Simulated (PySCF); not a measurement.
A GIAO shielding run with PySCF (density fitting, non-relativistic, gas phase) on `C([SiH2][SiH2]C[C@H](C)O)F`, C$_{4}$H$_{13}$FOSi$_{2}$:

```
$ OMP_NUM_THREADS=1 python probes_run.py task.json out

{"job": {"kind": "nmr", "xc": "PBE0", "basis": "pcSseg-1"}, "charge": 0, "multiplicity": 1}
C     -2.449847     1.583930    -0.013837
C     -1.244485     0.648908    -0.051661
O     -1.623032    -0.692867     0.233029
C     -0.186376     0.996654     0.983924
Si     0.742480    -0.607652     1.442082
Si     1.458264    -1.799417    -0.409729
C      2.424633    -0.645752    -1.617145
F      1.612869     0.395474    -2.038025
H     -2.935748     1.522357     0.958252
H     -3.173178     1.317544    -0.783870
H     -2.128104     2.607934    -0.182490
H     -0.793064     0.686081    -1.054927
H     -2.300000    -0.980581    -0.388222
H      0.479524     1.762131     0.590870
H     -0.662971     1.407194     1.873871
H      1.900971    -0.153432     2.244924
H     -0.072913    -1.417371     2.351125
H      0.439571    -2.437882    -1.253880
H      2.448960    -2.845535    -0.110945
H      2.760727    -1.151794    -2.525239
H      3.292799    -0.178980    -1.144928
```

Hardware: 1 thread of an Arm Neoverse V1, shared host. The job also computes population analyses, field gradients.

(1) How large is the calculation?

(2) How long does it take, and how much memory does it need?

Answers

(1) 82 electrons, 215 basis functions and 1162 auxiliary functions.

(2) 39 s of wall time, with 12 SCF cycles and 4 response iterations; peak memory 1 GiB. Times on a shared host scatter by some tens of per cent.
